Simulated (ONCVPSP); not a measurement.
## What the settings do to the ONCV potential of Cr

Base potential:

chromium, optimised norm-conserving Vanderbilt (ONCV), made with ONCVPSP 4.0.1 (PBEsol, scalar-relativistic). Core [Ne] 3s2, reference 3p6 3d4 4s2. Waves: 4s: rc 2.30 bohr, ncon 3, nbas 7, qcut 2.3 1/bohr, 2 projectors, debl 1.9 Ha; 3p: rc 1.10 bohr, ncon 4, nbas 9, qcut 13.1 1/bohr, 2 projectors, debl 2.5 Ha; 3d: rc 1.90 bohr, ncon 3, nbas 8, qcut 7.8 1/bohr, 2 projectors, debl 1.8 Ha. Local part: polynomial inside 0.95 bohr (lpopt 5, dvloc0 0 Ha). Core correction: Teter function fitted to the true core (icmod 2), fcfact 0.5.

All-electron outer shells of the reference configuration (PBEsol, scalar-relativistic, ld1.x):

```csv
shell,level (eV),outermost node (bohr),outermost maximum (bohr)
3s,-77.75,0.36,0.78
3p,-49.17,0.33,0.80
3d,-6.02,–,0.82
4s,-4.93,1.11,2.61
```

Cutoffs, loose and tight: the cutoffs (Ha) at which the residual kinetic energy of the hardest occupied pseudo-wave falls to 1 and 0.1 mHa per electron. They do not see the model core or the augmentation charge, which bear on the density cutoff. Test errors are all-electron minus pseudo excitation energies from the reference, over the configurations 3p6 3d5 4s1; 3p6 3d5 4s0; 3p6 3d4 4s0; 3p6 3d3 4s0. A dash means not determined; rows that change the core or the reference have their own tests.

A true bound ghost makes a file unfit for plane-wave use even where its test errors are small: the radial tests pick states by their node count and pass the ghost by.

```csv
change,outcome,"cutoff, loose","cutoff, tight",bound ghosts,GHOST(+) flags above zero,largest test error (meV)
base,generated,45 Ha,60 Ha,s,none,+161
"local potential polynomial inside 1.00 bohr (lpopt 5, dvloc0 0 Ha)",generated,45 Ha,60 Ha,s,none,+161
s: qcut 2.2,generated,45 Ha,60 Ha,s,none,+152
s: qcut 2.7; p: qcut 15.5; d: qcut 9.2,generated,55 Ha,71 Ha,s,none,+165
```

What comes out with this change to the base: s: rc 1.5?

outcome: generated; cutoff, loose: 73 Ha; cutoff, tight: 94 Ha; bound ghosts: s; GHOST(+) flags above zero: s; largest test error (meV): +119.
